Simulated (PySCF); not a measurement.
**Steps of a relaxation of Ce(OH)3**

Ce(OH)3 (singlet in the valence; each metal's 4f electrons, 1 of them, lie in its core potential, out of spins and levels). PySCF 2.14.0, RKS r2SCAN, Ce lcecp-1-SVP with ECP47, O def2-SVP, H def2-SVP; non-relativistic Hamiltonian with scalar-relativistic core potentials where named; density fitting; no spin-orbit coupling. Origin of the start: template. Columns: position (Å) and force (eV/Å). Energies are counted from the last step; some of the 12 steps are shown. Forces carry noise of the integration grid, about 0.01 to 0.03 eV/Å.

Run from Python with OMP_NUM_THREADS=2. Where DIIS fails, smearing, a level shift and second-order steps follow.
It took 49 s on 2 threads of Arm Neoverse V2 (shared host), from the converged density of the start.

```xyz
7
step 0  E = 0.290 eV
Ce    0.0000    0.0000   -0.0055    -0.03    0.00   -0.47
O     2.2418    0.0000   -0.0055    -1.05    0.00    0.43
H     3.1418    0.0000    0.3445    -0.18    0.00   -0.27
O    -1.1209    1.9415   -0.0055     0.54   -0.91    0.43
H    -1.5709    2.7209    0.3445     0.09   -0.16   -0.27
O    -1.1209   -1.9415   -0.0055     0.54    0.91    0.43
H    -1.5709   -2.7209    0.3445     0.09    0.16   -0.27
```

```xyz
7
step 4  E = 0.004 eV
Ce    0.0000    0.0000   -0.3429     0.00    0.00   -0.06
O     2.1227    0.0000    0.0601    -0.05    0.00    0.03
H     3.0237    0.0000    0.3912     0.02    0.00   -0.01
O    -1.0613    1.8383    0.0601     0.02   -0.04    0.03
H    -1.5118    2.6187    0.3912    -0.01    0.02   -0.01
O    -1.0614   -1.8383    0.0601     0.02    0.04    0.03
H    -1.5119   -2.6186    0.3912    -0.01   -0.02   -0.01
```

```xyz
7
step 7  E = 0.002 eV
Ce    0.0000    0.0000   -0.3959    -0.01    0.00    0.01
O     2.1081    0.0000    0.0658    -0.04    0.00   -0.02
H     3.0065    0.0000    0.4033     0.02    0.00    0.02
O    -1.0540    1.8257    0.0658     0.02   -0.03   -0.03
H    -1.5032    2.6037    0.4033    -0.01    0.02    0.02
O    -1.0541   -1.8257    0.0658     0.02    0.03   -0.03
H    -1.5033   -2.6037    0.4033    -0.01   -0.02    0.02
```

Task: Where does the relaxation end?

Result: It converges at step 11 in C3v:
```xyz
7
step 11  E = 0
Ce    0.0000    0.0000   -0.4783
O     2.0905    0.0000    0.0476
H     2.9628    0.0000    0.4489
O    -1.0452    1.8104    0.0476
H    -1.4814    2.5659    0.4489
O    -1.0453   -1.8104    0.0476
H    -1.4814   -2.5659    0.4489
```

Task: How did the contacts change?

Result: 
| contact | start (Å) | end (Å) |
| --- | --- | --- |
| Ce1–O2 (OH) | 2.242 | 2.156 |
| Ce1–O4 (OH) | 2.242 | 2.156 |
| Ce1–O6 (OH) | 2.242 | 2.156 |


No frequency check is given that shows the relaxed geometry to be a minimum. An lcecp potential fixes the number of 4f electrons, so in runs with it no electron can move into or out of that shell.
